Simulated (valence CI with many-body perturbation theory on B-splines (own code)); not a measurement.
# E1 transitions of Cl²⁺

Calculated by relativistic CI+MBPT: five valence electrons over a frozen Dirac-Fock core [Ne], radial functions for each j: 11 s, 11 p, 10 d, 8 f, 5 g, 2 h, with the one-electron correlation potential Σ1, the two-electron term Σ2, the three-electron term Σ3, Breit, model QED; selected CI, second order for the rest, scaled by the run's own slope (own B-spline code, finite nucleus).

Set against measurement, 47 paired levels are off by 70 cm⁻¹ on average, the worst by 273. These come from a selection out of Moore, Atomic Energy Levels, vol. I, NSRDS-NBS 35 (1971 reprint of NBS Circular 467, 1949), an old analysis. Levels without a partner in it may be off by more. Among the levels kept, up to 3400 cm⁻¹ of a level comes from second order outside the variational space, and about a tenth of that is noise between levels of different J, which matters for small intervals.

Lines 301 to 350 of 599 in falling wavelength, among levels below 245780 cm⁻¹, chosen from the strongest by gf and those to the six lowest levels. Wavelengths and rates use the calculated energies, so an error of 70 cm⁻¹ moves a line at 124.8 nm by 0.087 % and its rate by three times that or more. Electric multipoles are in the length gauge, E1 and E2 with the static RPA response of the core. Weak lines are less certain than strong ones. Lines between different terms over intervals too small for the method are left out, as are lines whose strength nearly cancels. Where a level lies close to another of its J and parity, the split of strength between their lines is uncertain.

Names give the largest LS component (configuration and term), which can be under half, so a name can repeat, a term be missing and a line seem to break the LS rules; names also repeat where a configuration has a term twice. Letters in brackets count levels of one name in rising energy.

```
λ vac (nm)                   Upper                  Lower   A (s⁻¹)  S (a.u.)
     190.3      3s2 3p2 4p 4P°_5/2      3s2 3p2 3d 4D_3/2  6.90e+06  1.41e-01
     190.0      3s2 3p2 4p 4P°_5/2      3s2 3p2 3d 4D_5/2  4.42e+07  8.99e-01
     189.9  3s2 3p2 4p 2D°_3/2 [a]  3s2 3p2 3d 2F_5/2 [a]  1.81e+08  2.45e+00
     189.8             3p5 2P°_1/2      3s2 3p2 4s 2P_1/2  9.11e+06  6.15e-02
     189.3  3s2 3p2 4p 2D°_5/2 [a]  3s2 3p2 3d 2F_7/2 [a]  2.14e+08  4.30e+00
     188.4  3s2 3p2 4p 2D°_3/2 [a]      3s2 3p2 3d 4D_3/2  3.11e+06  4.11e-02
     188.1  3s2 3p2 4p 2D°_3/2 [a]      3s2 3p2 3d 4D_5/2  5.25e+07  6.90e-01
     188.0  3s2 3p2 4p 2P°_3/2 [c]  3s2 3p2 3d 2D_5/2 [a]  1.21e+08  1.59e+00
     187.0      3s2 3p2 4p 4S°_3/2  3s2 3p2 3d 2F_5/2 [a]  5.30e+06  6.83e-02
     186.7  3s2 3p2 4p 2D°_5/2 [a]  3s2 3p2 3d 2F_5/2 [a]  1.82e+07  3.50e-01
     185.6      3s2 3p2 4p 4S°_3/2      3s2 3p2 3d 4D_3/2  5.09e+06  6.42e-02
     185.3  3s2 3p2 4p 2D°_5/2 [a]      3s2 3p2 3d 4D_7/2  7.86e+06  1.48e-01
     185.3      3s2 3p2 4p 4S°_3/2      3s2 3p2 3d 4D_5/2  4.42e+06  5.55e-02
     185.2  3s2 3p2 4p 2P°_1/2 [c]  3s2 3p2 3d 2D_3/2 [a]  1.27e+08  7.93e-01
     184.9  3s2 3p2 4p 2P°_3/2 [c]  3s2 3p2 3d 2D_3/2 [a]  1.33e+07  1.66e-01
     183.6      3s2 3p2 4p 4D°_1/2      3s2 3p2 3d 4F_3/2  3.68e+08  2.25e+00
     183.3      3s2 3p2 4p 4D°_3/2      3s2 3p2 3d 4F_5/2  2.98e+08  3.62e+00
     183.0      3s2 3p2 4p 4D°_5/2      3s2 3p2 3d 4F_7/2  3.03e+08  5.49e+00
     182.7      3s2 3p2 4p 4D°_3/2      3s2 3p2 3d 4F_3/2  6.93e+07  8.34e-01
     182.5      3s2 3p2 4p 4D°_7/2      3s2 3p2 3d 4F_9/2  3.25e+08  7.81e+00
     181.9      3s2 3p2 4p 4D°_5/2      3s2 3p2 3d 4F_5/2  5.83e+07  1.04e+00
     181.3      3s2 3p2 4p 4D°_5/2      3s2 3p2 3d 4F_3/2  2.96e+06  5.22e-02
     181.1      3s2 3p2 4p 4D°_7/2      3s2 3p2 3d 4F_7/2  3.24e+07  7.60e-01
     174.0  3s2 3p2 4p 2P°_3/2 [c]      3s2 3p2 4s 2P_3/2  6.77e+06  7.04e-02
     170.7       3s 3p3 3d 4D°_7/2      3s2 3p2 4s 4P_5/2  3.39e+06  6.66e-02
     166.8      3s2 3p2 4p 2S°_1/2  3s2 3p2 3d 2P_1/2 [a]  8.35e+07  3.82e-01
     164.8      3s2 3p2 4p 2S°_1/2  3s2 3p2 3d 2P_3/2 [a]  2.00e+08  8.83e-01
     157.4      3s2 3p2 4p 2F°_5/2  3s2 3p2 3d 2F_7/2 [a]  7.70e+06  8.90e-02
     157.1      3s2 3p2 4p 2F°_7/2  3s2 3p2 3d 2F_7/2 [a]  6.30e+07  9.64e-01
     155.6      3s2 3p2 4p 2F°_5/2  3s2 3p2 3d 2F_5/2 [a]  4.52e+07  5.05e-01
     155.3      3s2 3p2 4p 2F°_7/2  3s2 3p2 3d 2F_5/2 [a]  2.12e+06  3.14e-02
     154.5      3s2 3p2 4p 2F°_5/2      3s2 3p2 3d 4D_5/2  2.66e+07  2.90e-01
     154.4  3s2 3p2 4p 2D°_5/2 [b]  3s2 3p2 3d 2F_7/2 [a]  3.47e+07  3.78e-01
     154.3      3s2 3p2 4p 2F°_7/2      3s2 3p2 3d 4D_7/2  1.75e+07  2.54e-01
     152.6  3s2 3p2 4p 2D°_5/2 [b]  3s2 3p2 3d 2F_5/2 [a]  4.57e+06  4.81e-02
     152.4  3s2 3p2 4p 2D°_3/2 [b]  3s2 3p2 3d 2F_5/2 [a]  3.04e+07  2.13e-01
     151.7  3s2 3p2 4p 2D°_5/2 [b]      3s2 3p2 3d 4D_7/2  8.14e+06  8.42e-02
     151.3  3s2 3p2 4p 2D°_3/2 [b]      3s2 3p2 3d 4D_5/2  1.69e+07  1.16e-01
     140.2  3s2 3p2 4p 2P°_1/2 [a]  3s2 3p2 3d 2P_1/2 [a]  1.33e+08  3.61e-01
     139.8  3s2 3p2 4p 2P°_3/2 [a]  3s2 3p2 3d 2P_1/2 [a]  2.97e+07  1.61e-01
     138.8  3s2 3p2 4p 2P°_1/2 [a]  3s2 3p2 3d 2P_3/2 [a]  4.75e+07  1.25e-01
     138.5  3s2 3p2 4p 2P°_1/2 [b]          3s 3p4 2S_1/2  4.22e+07  1.11e-01
     138.5  3s2 3p2 4p 2P°_3/2 [a]  3s2 3p2 3d 2P_3/2 [a]  1.59e+08  8.31e-01
     138.1  3s2 3p2 4p 2P°_3/2 [b]          3s 3p4 2S_1/2  3.81e+07  1.98e-01
     124.9       3s 3p3 3d 4D°_7/2  3s2 3p2 3d 2F_7/2 [a]  3.41e+06  2.63e-02
     124.8           3s 3p4 4P_5/2        3s2 3p3 2D°_5/2  6.91e+04  3.98e-04
     124.6  3s2 3p2 4p 2D°_3/2 [b]  3s2 3p2 3d 2P_1/2 [a]  1.39e+07  5.31e-02
     123.6  3s2 3p2 4p 2D°_5/2 [b]  3s2 3p2 3d 2P_3/2 [a]  1.45e+07  8.10e-02
     123.2       3s 3p3 3d 4D°_7/2      3s2 3p2 3d 4D_7/2  9.78e+06  7.22e-02
     123.0       3s 3p3 3d 4D°_5/2      3s2 3p2 3d 4D_5/2  5.70e+06  3.14e-02
```
